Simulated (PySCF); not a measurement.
**Computed vibrations of [HfO(H2O)3]2+**

[HfO(H2O)3]2+ (singlet). PySCF 2.14.0, RKS PBE0, Hf def2-SVP with ECP60, O def2-SVP, H def2-SVP; non-relativistic Hamiltonian with scalar-relativistic core potentials where named; density fitting; no spin-orbit coupling. Central differences of gradients.

```xyz
11

Hf   -0.0295   -0.0326   -0.0326
O     0.8145    1.0197    1.0197
O    -1.0332   -1.0944    1.5731
H    -0.8614   -0.8302    2.5001
H    -1.6898   -1.8170    1.6027
O     1.6316   -1.0664   -1.0664
H     2.1729   -1.7911   -0.6963
H     2.1729   -0.6963   -1.7911
O    -1.0332    1.5731   -1.0944
H    -0.8614    2.5001   -0.8302
H    -1.6898    1.6027   -1.8170
```

Run from Python with OMP_NUM_THREADS=2. Where DIIS fails, smearing, a level shift and second-order steps follow.
It took 5.5 min on 2 threads of Intel(R) Xeon(R) Platinum 8259CL CPU @ 2.50GHz (Skylake/Cascade Lake) (shared host).

Question: What are the harmonic wavenumbers and infrared intensities?

Answer: Modes are labelled in Cs; negative numbers are unstable modes, those under 60 cm⁻¹ near the noise; a finer grid moves soft modes by up to 10 cm⁻¹.
```
cm⁻¹  km/mol  symmetry
-284       –       a''
  69     6.4        a'
  70     7.1       a''
 113    34.5        a'
 183    17.8        a'
 189    17.0       a''
 337     3.8       a''
 356     8.4        a'
 409     2.8        a'
 436     4.7        a'
 440    10.9       a''
 514   288.3        a'
 564   121.7       a''
 590   522.0        a'
 616   131.5       a''
 624     2.6       a''
 638   119.0        a'
1027   110.4        a'
1633   195.3       a''
1634    74.3        a'
1663   125.2        a'
3687   543.0       a''
3693   376.0        a'
3709   201.0        a'
3758    12.2       a''
3759   372.1       a''
3760   697.2        a'
```

Question: Is this a minimum?

Answer: No: 1 unstable; the lowest moves the atoms so:
```
Hf   0.00  0.00  0.00
O    0.00  0.02 -0.02
O    0.00  0.00  0.01
H    0.01  0.00  0.01
H   -0.02  0.02  0.01
O    0.00  0.01 -0.01
H   -0.40 -0.46 -0.36
H    0.40  0.36  0.46
O    0.00 -0.01  0.00
H   -0.01 -0.01  0.00
H    0.02 -0.01 -0.02
```
